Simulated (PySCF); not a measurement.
**Hg₂H₂: fields on a plane**

Level of theory: PBE0/[Hg def2-TZVP with ECP60, H def2-TZVP], scalar-relativistic core potentials, density fitting, no spin–orbit coupling, PySCF.

The singlet minimum has Hg–H 1.649 Å (×2), Hg–Hg 3.490 Å; H–Hg–H 178.8°, H–Hg–Hg 90.6° (×2).

The plane holds Hg1 at (0.00, 0.00), Hg2 at (3.49, 0.00), H3 at (3.51, 1.65), H4 at (3.51, -1.65) Å. Columns run from x = -1.95 to 5.85 Å, rows from y = 4.05 (top) to -3.75 Å, in steps of 0.3 Å. Other isomers or separated fragments may lie lower. Core electrons replaced by a potential are absent, the electrostatic potential uses the reduced nuclear charge, and values within about 0.7 Å of such atoms have no physical meaning.

**Question.** Give the electron density (e/Å³) (cut at 5 e/Å³). Lower edges of the bins (e/Å³): '_' 0.000, '.' 0.030, ':' 0.076, '-' 0.151, '=' 0.268, '+' 0.455, '*' 0.750, '#' 1.218, '%' 1.960, '@' 3.136; top 5.00, each point printed twice.

**Answer.** 
```
______________________________________________________
______________________________________________________
______________________________________________________
______________________________________________________
______________________________________________________
________________________________..........____________
______________________________..::::----::..__________
______________________________..--==++++--::..________
________............________..::--++%%**==::..________
______..::::----::::..______..::==++****==--..________
____..::--==++++==--::......::--==++****++--::..______
__..::--++##%%%%##++--::....::==**##%%%%**==--..______
__..::==##@@@@@@@@##==::..::--++%%@@@@@@@@**--::______
__..--++%%@@####@@%%++--::::--**@@@@==@@@@##==::..____
__..--++%%@@####@@%%++--::::--**@@@@==@@@@##==::..____
__..::==##@@@@@@@@##==::..::--++%%@@@@@@@@**--::______
__..::--++##%%%%##++--::....::==**##%%%%**==--..______
____..::--==++++==--::......::--==++****++--::..______
______..::::----::::..______..::==++****==--..________
________............________..::--++%%**==::..________
______________________________..--==++++--::..________
______________________________..::::----::..__________
________________________________..........____________
______________________________________________________
______________________________________________________
______________________________________________________
______________________________________________________
```

**Question.** Give the highest occupied orbital (Å^-3/2) at -7.62 eV (cut at ±0.3; overall sign arbitrary). Lower edges of the bins (Å^-3/2): '_' -0.186, '.' -0.143, ':' -0.100, '-' -0.058, '=' -0.015, '+' 0.028, '*' 0.071, '#' 0.114, '%' 0.156, '@' 0.199; top 0.24, each point printed twice.

**Answer.** 
```
======================================================
======================================================
======================================================
======================================================
======================================================
==========++++++++================----------==========
====++++++++++++++++++==========--------------========
==++++++++********++++++========----::::--------======
++++++****########****++++======--::..::::--------====
++++**####%%%%%%%%##****++++====----::::::----------==
++**##%%%%@@@@@@@@%%##****++====----------::--------==
++**##%%@@@@%%%%@@@@%%##**++==----==**++--::::------==
**##%%@@@@**____**@@@@%%**++==--::++@@##::..::::------
**##%%@@@@________@@@@%%**++==::__::++++..__..::------
**##%%@@@@________@@@@%%**++==::__::++++..__..::------
**##%%@@@@**____**@@@@%%**++==--::++@@##::..::::------
++**##%%@@@@%%%%@@@@%%##**++==----==**++--::::------==
++**##%%%%@@@@@@@@%%##****++====----------::--------==
++++**####%%%%%%%%##****++++====----::::::----------==
++++++****########****++++======--::..::::--------====
==++++++++********++++++========----::::--------======
====++++++++++++++++++==========--------------========
==========++++++++================----------==========
======================================================
======================================================
======================================================
======================================================
```

With an element this heavy the missing spin–orbit coupling can shift these numbers.
